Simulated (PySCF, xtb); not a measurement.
C2H2F2, SMILES C=C(F)F.

GFN2-xTB (xtb) at its own geometry gives an orbital gap of 5.50 eV and a dipole moment of 2.26 D.

The structure is a stationary point at PBE0-D3(BJ)/def2-SVP.

What does PBE0/def2-TZVPD run with PySCF give? (Estimate from the structure and the level; the computed values follow.)

gap 8.08 eV (levels -7.74 and 0.34 eV), dipole 1.17 D.
